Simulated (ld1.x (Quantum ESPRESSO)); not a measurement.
Which change was made? (Rh, RRKJ)

rhodium, norm-conserving RRKJ (Kleinman–Bylander form), made with ld1.x (Quantum ESPRESSO) 7.5 (PBEsol, scalar-relativistic). Core [Kr], reference 4d8 5s0 5p1. Waves: 5p (bound): rc 3.40 bohr; 4d (bound): rc 1.60 bohr; 4f channel at -0.15 Ry: rc 3.40 bohr; 5s (bound, empty): rc 1.90 bohr. Local part: the s channel. Core correction: a·sin(br)/r model core inside 1.55 bohr.

Cutoffs, loose and tight: the cutoffs (Ry, on a coarse ladder) from which the occupation-weighted sum of valence levels, in a spherical-Bessel basis at the reference potential, stays within 10 and 1 mRy of its value at 400 Ry. They do not see the model core or the augmentation charge, which bear on the density cutoff. Test errors are all-electron minus pseudo excitation energies from the reference, over the configurations 4d8 5s1 5p0; 4d8 5s0 5p0; 4d7 5s0 5p0; 4d8 5s0.5 5p0; 4d6 5s0 5p0; 4d7 5s1 5p1; 4d9 5s0 5p0; variants that change the core or the reference have their own tests. The largest error is taken over the tests solved by every variant that gives reliable tests at all, those not shown here included: 4d6 5s0 5p0; 4d7 5s0 5p0; 4d8 5s0 5p0; 4d9 5s0 5p0.

The base gives: outcome: generated; cutoff, loose: 50 Ry; cutoff, tight: 60 Ry; bound ghosts: none; largest test error (meV): -572.

After one change the result is: outcome: generated; cutoff, loose: 50 Ry; cutoff, tight: 60 Ry; bound ghosts: none; largest test error (meV): -123. Which change was it?
A. type ultrasoft; waves now 5s (bound): rcut 1.65, rcutus 1.90 bohr; 5s channel at 0.05 Ry: rcut 1.65, rcutus 1.90 bohr; 5p (bound): rcut 2.95, rcutus 3.40 bohr; 5p channel at 0.45 Ry: rcut 2.95, rcutus 3.40 bohr; 4d (bound): rcut 1.40, rcutus 1.60 bohr; 4d channel at 0.25 Ry: rcut 1.40, rcutus 1.60 bohr; 4f channel at -0.15 Ry: rcut 2.95, rcutus 3.40 bohr; 4f channel at 2.4 Ry: rcut 2.95, rcutus 3.40 bohr; local potential all-electron potential smoothed inside 1.40 bohr (lloc = -1); augmentation PSQ, inside the norm-conserving radii
B. core [Ar] 3d10, valence charge 17; reference 4s2 4p6 4d7 5s0 5p0; waves now 4p (bound): rc 1.45 bohr; 4d (bound): rc 1.35 bohr; 4f channel at -0.15 Ry: rc 1.75 bohr; 4s (bound): rc 1.60 bohr; core correction none
C. reference 4d8 5s0.75 5p0

C. The others give: core [Ar] 3d10, valence charge 17; reference 4s2 4p6 4d7 5s0 5p0; waves now 4p (bound): rc 1.45 bohr; 4d (bound): rc 1.35 bohr; 4f channel at -0.15 Ry: rc 1.75 bohr; 4s (bound): rc 1.60 bohr; core correction none → outcome: generated; cutoff, loose: 70 Ry; cutoff, tight: 110 Ry; bound ghosts: none; largest test error (meV): +3430 | type ultrasoft; waves now 5s (bound): rcut 1.65, rcutus 1.90 bohr; 5s channel at 0.05 Ry: rcut 1.65, rcutus 1.90 bohr; 5p (bound): rcut 2.95, rcutus 3.40 bohr; 5p channel at 0.45 Ry: rcut 2.95, rcutus 3.40 bohr; 4d (bound): rcut 1.40, rcutus 1.60 bohr; 4d channel at 0.25 Ry: rcut 1.40, rcutus 1.60 bohr; 4f channel at -0.15 Ry: rcut 2.95, rcutus 3.40 bohr; 4f channel at 2.4 Ry: rcut 2.95, rcutus 3.40 bohr; local potential all-electron potential smoothed inside 1.40 bohr (lloc = -1); augmentation PSQ, inside the norm-conserving radii → outcome: generated, overlap not positive; bound ghosts: p (s not tested, overlap not positive); largest test error (meV): -349. A file whose overlap is not positive is unfit for use, and its test errors describe a broken file.
